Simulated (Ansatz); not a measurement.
Mulliken charges of Cl3FH2SSi2 (`F[Si](Cl)(Cl)S[SiH2]Cl`) from PBE/def2-TZVPP in Ansatz (PBE0-D4/def2-TZVP geometry).

| atom | x (Å) | y (Å) | z (Å) | charge (e) |
| --- | --- | --- | --- | --- |
| F1 | -2.252 | 0.078 | -0.525 | -0.230 |
| Si2 | -1.372 | -0.318 | 0.727 | 0.618 |
| Cl3 | -2.550 | -0.238 | 2.367 | -0.154 |
| Cl4 | -0.736 | -2.213 | 0.403 | -0.152 |
| S5 | 0.202 | 1.047 | 1.001 | -0.223 |
| Si6 | 1.368 | 0.576 | -0.735 | 0.380 |
| Cl7 | 2.804 | -0.815 | -0.319 | -0.187 |
| H8 | 0.496 | 0.049 | -1.805 | -0.019 |
| H9 | 2.040 | 1.835 | -1.114 | -0.032 |

Question: By hand: the dipole of these point charges (1 e Å = 4.8032 D).

Answer: Σ q r = (0.050, 0.237, -0.229) e Å, of length 0.333 e Å = 1.60 D.

Question: How does the dipole of the full density compare? (An estimate is asked.)

Answer: Ansatz gave: (0.100, 0.127, -0.090) e Å, 0.89 D; the point charges give 1.80 times that, at 25° from its direction.

Point charges leave out the atoms' own dipoles, such as those of lone pairs, and Mulliken's split depends on the basis, so the two needn't agree.
